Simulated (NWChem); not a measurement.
System: C3H3F; SMILES C=C=CF

Program: NWChem. Medium grid unless said otherwise, to which SCAN and Minnesota functionals are sensitive. Coordinates come from a PBE-D3(BJ)/def2-SVP optimisation. Hybrids' shares of exact exchange are those that their runs print; pure functionals count as 0. The functionals differ in more than this share.

| row | share of exact exchange | highest occupied level (eV) |
|---|---|---|
| PBE/def2-SVP | 0.00 | -6.03 |
| r2SCAN/def2-SVP | 0.00 | -6.34 |
| B3LYP/def2-SVP | 0.20 | withheld |
| PBE0/def2-SVP | 0.25 | -7.37 |
| PW6B95/def2-SVP | 0.28 | -7.47 |
| M05-2X/def2-SVP | 0.56 | -8.74 |

Q: Fit a straight line of the last column on the one before it, predict the withheld value, and compare with the run.

A: 
1. Means of the 5 shown rows: x = 0.218, y = -7.190. Slope Σ(x − x̄)(y − ȳ)/Σ(x − x̄)² = -0.9914/0.2169 = -4.571; intercept -6.194.
2. The shown rows scatter about the line by 0.100 (root mean square); the largest residual is +0.16, at PBE/def2-SVP.
3. At x = 0.20 (B3LYP/def2-SVP; inside the shown range) the line gives -7.11.
4. The run gives -7.10, +0.01 from the line, 0.1 times the scatter.
